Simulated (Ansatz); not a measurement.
Reaction (formal exchange of groups at the Se–Se bond): `[SeH][SeH]` + `BC=C` → `C=CB[SeH]` + H₂Se

Isolated molecules relaxed with PBE0-D4/def2-TZVP in Ansatz; ΔE leaves out vibrations. CCSD(T)/CBS adds triple-zeta CCSD(T) − MP2 to the extrapolated MP2 energy (def2 sets, frozen cores). Functionals use def2-TZVPP. For Se outer-core shells are correlated without core-valence functions, which leaves a few kJ/mol of doubt a bond. Scalar relativity is left out up to krypton. Each species was taken in one conformer, which may not be the lowest.

Q: Is it downhill or uphill in electronic energy at CCSD(T)/CBS, and by how much? (Estimate.)

A: Ansatz gave: Downhill: ΔE = -95.1 kJ/mol.

Q: What do these levels give: r2SCANh-D4, PBE-QIDH, PBE0, LC-ωPBE, RPA@PBE/def2-TZVPP, MP2/def2-SVP? (An estimate is asked.)

A: Ansatz gave: r2SCANh-D4 -96.0, PBE-QIDH -96.4, PBE0 -90.9, LC-ωPBE -93.5, RPA@PBE/def2-TZVPP -94.1, MP2/def2-SVP -112.2 kJ/mol.

Q: What do rigid-rotor, harmonic-oscillator terms from PBE0-D4/def2-TZVP frequencies (298.15 K, 1 bar) make of the CCSD(T)/CBS value? (Estimate.)

A: Ansatz gave: ΔZPE = -2.9 kJ/mol, ΔH = -96.9 kJ/mol, ΔS = -8 J/(mol·K), ΔG = -94.6 kJ/mol.

Largest T1 diagnostic among the species: 0.013.

At CCSD(T), def2-SVP lies −14.4 kJ/mol from the extrapolated value and def2-TZVPP −4.0 kJ/mol. In def2-TZVPP, CCSD(T) changes the Hartree–Fock value by −23.9 kJ/mol (the triples alone add −2.9 kJ/mol) and MP2 by −26.6 kJ/mol. Leaving LDA and LC-ωPBE aside and taking each functional with its dispersion term where it has one, the values, not all of them listed here, spread over 14.2 kJ/mol, from r2SCAN-D4 to BHLYP-D4. LDA lies −16.4 kJ/mol from PBE without D4.
